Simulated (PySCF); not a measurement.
# What a mistake does to a calculation on ClH5NSi2

Calculated results; nothing here was measured. The program is PySCF 2.14.0, an open-source quantum chemistry code, run on an isolated molecule that a program drew, which may never have been made. The molecule is ClH5NSi2 (charge 0, doublet), drawn as the SMILES string `N[SiH2][SiH]Cl`.

Each row is a Hartree-Fock (HF) and frozen-core CCSD(T) single point in the cc-pV(D+d)Z basis, meant for a local HF minimum. Run 1 is clean. Each other run has one planted mistake out of seven kinds, and not every kind appears here: one electron removed, one electron added, multiplicity raised by two, geometry at a saddle point, minimal basis STO-3G, one bond length entered in bohr, all coordinates scaled. The reference is restricted for singlets and unrestricted otherwise, and also for a bond in bohr. Adding or removing an electron swaps singlet and doublet. Electrons count all cores. HOMO and LUMO are orbital energies over both spins, the gradient is its largest component, and the lowest frequency (negative if imaginary) is given only where the gradient is small. Bond lengths are over the 8 bonds as drawn. T1 is the CCSD diagnostic: over 0.02 (restricted) or 0.045 (unrestricted) a single reference is doubtful.

Geometry of the clean run:
```xyz
9
ClH5NSi2, angstrom
N     1.5806   -0.2975   -0.7983
Si    0.3276    0.8127   -0.3733
Si   -1.6076   -0.4627    0.0901
Cl   -3.0379    0.7029    1.0771
H     1.8940   -0.9668   -0.1193
H     2.3665    0.0471   -1.3195
H     0.6134    1.6972    0.7863
H     0.0762    1.6742   -1.5487
H    -1.3572   -1.6466    0.9474
```

| run | electrons | basis functions | <S^2> | HOMO (eV) | LUMO (eV) | gradient (hartree/bohr) | lowest frequency (cm^-1) | mean bond (Å) | longest bond (Å) | T1 | HF (hartree) | CCSD(T) (hartree) | mistake |
|---|---|---|---|---|---|---|---|---|---|---|---|---|---|
| 1 | 57 | 108 | 0.758 | -8.76 | 1.06 | 1.8e-05 | 45 | 1.5799 | 2.364 | 0.0131 | -1094.78004 | -1095.33691 | no fault |
| 2 | 57 | 108 | 3.761 | -4.69 | -2.11 | 3.4e-02 | - | 1.5799 | 2.364 | 0.0449 | -1094.56917 | -1095.13389 | multiplicity raised by two |
| 3 | 57 | 108 | 0.758 | -9.15 | 0.46 | 4.9e-02 | - | 1.7142 | 2.564 | 0.0149 | -1094.72969 | -1095.29766 | all coordinates scaled |
| 4 | 56 | 108 | 0.000 | -15.58 | -6.80 | 6.3e-02 | - | 1.5799 | 2.364 | 0.0197 | -1094.49238 | -1095.05185 | ? |
| 5 | 58 | 108 | 0.000 | -0.87 | 7.65 | 6.2e-02 | - | 1.5799 | 2.364 | 0.0109 | -1094.77442 | -1095.35960 | ? |

**Which mistake was planted in run 4, and what did it cost?**

It counts 56 electrons, one fewer than the clean run, at the same geometry and basis. So the mistake is: one electron removed. Subtracting run 1 and multiplying by 627.51 kcal/mol a hartree, the energy moved by 180.5 kcal/mol in HF and 178.9 kcal/mol in CCSD(T).

**Which mistake was planted in run 5, and what did it cost?**

It counts 58 electrons, one more than the clean run, at the same geometry and basis. So the mistake is: one electron added. Subtracting run 1 and multiplying by 627.51 kcal/mol a hartree, the energy moved by 3.5 kcal/mol in HF and -14.2 kcal/mol in CCSD(T).

